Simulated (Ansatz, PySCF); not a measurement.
Molecule: C4H4N, charge -1, multiplicity 1. It need not be the lowest isomer of its formula. Whether it binds its extra electron was not tested at this geometry. 
Structure (B3LYP-D3(BJ)/def2-TZVP (Ansatz, a quantum-chemistry and plane-wave program) minimum search):
SMILES: [CH2-]/C=C\C#N
```xyz
9

C     -1.8925    -0.2490     0.1583
C     -0.7750    -1.0286     0.1930
C      0.5969    -0.6980     0.0575
C      1.0710     0.5926    -0.1520
N      1.4741     1.6774    -0.3284
H     -1.8361     0.8227     0.0064
H     -2.8755    -0.6857     0.2830
H     -0.9470    -2.0950     0.3517
H      1.3367    -1.4857     0.1180
```
Charge -1, spin multiplicity 1.

Total electronic energies in hartree. Valence correlation only, unless marked. Spin-orbit coupling is left out. No relativistic terms. Basis-set limits of correlation are two-point, X^-3; Hartree-Fock from the larger set. [CCSD(T)-MP2]/basis is that difference in the basis named.

| level | program | energy (Eh) |
|---|---|---|
| HF/6-31G* | Ansatz | -208.19361 |
| HF/cc-pVQZ | Ansatz | -208.29442 |
| RI-HF/aug-cc-pVTZ | Ansatz | -208.28579 |
| SVWN5/def2-TZVPD | Ansatz | -207.77649 |
| r2SCAN-D3(BJ)/def2-TZVPD | Ansatz + dftd3 | -209.52496 |
| r2SCAN-D4/def2-TZVPD | Ansatz + dftd4 | -209.52495 |
| B3LYP/def2-TZVPD | Ansatz | -209.65747 |
| PBE0/def2-TZVP | Ansatz | -209.38744 |
| r2SCAN0-D4/def2-TZVPD | Ansatz + dftd4 | -209.49415 |
| M06-2X/def2-TZVPD | PySCF | -209.55756 |
| CAM-B3LYP/def2-TZVPD | Ansatz | -209.53545 |
| LC-wPBE-D3(BJ)/def2-TZVPD | Ansatz + dftd3 | -209.49213 |
| B2PLYP-D3(BJ)/def2-TZVPD | Ansatz + dftd3 | -209.47272 |
| SCS-MP2/6-31G* | Ansatz | -208.84240 |
| RI-MP2/CBS(aug-cc-pVTZ,aug-cc-pVQZ)+[CCSD(T)-MP2]/aug-cc-pVTZ | Ansatz | -209.2980 |

Totals of different functionals don't rank their quality; only differences between species are comparable.
